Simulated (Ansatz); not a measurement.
Consider the substitution at a C–C bond: `FCC(F)CF` + `CBN` → `CBNCF` + `FCCF`.

Computed with Ansatz on PBE0-D4/def2-TZVP structures; ΔE is electronic, products minus reactants. CCSD(T)/CBS is the MP2 limit (def2-TZVPP, def2-QZVPP) plus CCSD(T) − MP2 in def2-TZVPP, frozen cores. DFT in def2-TZVPP. Each species was taken in one conformer, which may not be the lowest.

```tsv
level	ΔE (kcal/mol)	difference from CCSD(T)/CBS
PBE-D4	2.3	-1.1
ωB97X-V	3.1	-0.3
B2PLYP	2.4	-1.0
PBE	2.1	-1.3
r2SCAN	3.3	-0.1
PBE0	2.4	-1.0
MP2/def2-TZVPP	3.1	-0.3
SCS-MP2/def2-TZVPP	2.8	-0.6
CCSD/def2-TZVPP	3.1	-0.3
SCS-MP2/def2-QZVPP	2.9	-0.5
CCSD(T)/CBS	3.4	0
```

Largest T1 diagnostic among the species: 0.012.

In def2-TZVPP, CCSD(T) changes the Hartree–Fock value by +1.2 kcal/mol (the triples alone add +0.0 kcal/mol) and MP2 by +1.2 kcal/mol.

CCSD(T)/CBS has its own doubt, a few kJ/mol and more with outer-core shells, so smaller differences from it don't rank the levels.
